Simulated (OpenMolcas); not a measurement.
An OpenMolcas run meant for F3+ (ANO-L-VQZP, non-relativistic; inactive shells 1s; intended active space 4 electrons in 4 orbitals (2s 2p)). One step of its input:

```
&CASPT2
Multistate=3 1 2 3
Frozen=0 0
IPEA=0.25
Imaginary=0.1
MaxIter=60
WThr=0.0 0.3 0.05
PrWF=0.5
NoMix
Deleted=9 11
```

The run finished. Its levels beside those of a sound run (SS-CASPT2, IPEA 0.25 Eh, imaginary shift 0.1 Eh (closed shells correlated: 1s)), in cm⁻¹ above each run's lowest level:

```csv
Level,This run,Usual run
2s² 2p² ³P₀,0.0,0.0
2s² 2p² ³P₁,215,214
2s² 2p² ³P₂,627,626
2s² 2p² ¹D₂,27533,25549
2s² 2p² ¹S₀,50882,53269
2s 2p³ ⁵S°₂,65222,71106
2s 2p³ ³D°₂,148863,145701
2s 2p³ ³D°₁,148864,145702
2s 2p³ ³D°₃,148868,145706
2s 2p³ ³P°₀,175140,174095
2s 2p³ ³P°₁,175142,174096
2s 2p³ ³P°₂,175145,174100
2s 2p³ ¹D°₂,238944,229263
2s 2p³ ³S°₁,246089,238803
```

**Question.** Which setting is unsound, and how much does it matter here?

**Answer.** Nearly half of the orbitals are deleted from the virtual space, which removes much of the correlation energy. Against the sound run the excited levels shown move by 3100 cm-1 on average and by 9700 cm-1 at most.

Term energies are means over components that CASPT2 splits; among the terms shown or strongly mixed into the levels shown the widest spread is 1400 cm-1 (2s² 2p² ¹D, this run). Levels of configurations outside the active space are missing.

° marks odd parity.
